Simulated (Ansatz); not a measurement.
Basis-set extrapolation for BClFH$_{4}$NSi, SMILES `NB(F)[SiH2]Cl` (PBE0-D4/def2-TZVP geometry, frozen core, Ansatz 0.2.0). Multiplicity 1, RHF reference.

```
                      def2-TZVPP   def2-QZVPP
                 HF  -929.596040  -929.625925
    MP2 correlation    -0.865032    -0.940562
CCSD(T) correlation    -0.943459      not run
```

Energies in hartree. Use E(X) = E(∞) + A·exp(−7.88·√X) for Hartree–Fock and E(X) = E(∞) + B·X^(−2.97) for correlation, with X = 3 and 4, and add CCSD(T) minus MP2 of the smaller set to the MP2 limit.

What is the CCSD(T) energy at the basis-set limit?

HF limit: -929.625925 + (-0.029885) × 0.13774 = -929.63004. MP2 limit: -0.940562 + (-0.075530) × 0.74074 = -0.99651. Higher-order term: -0.943459 − (-0.865032) = -0.07843. Total: -930.70498 hartree, 103.8 kcal/mol below CCSD(T)/def2-TZVPP.
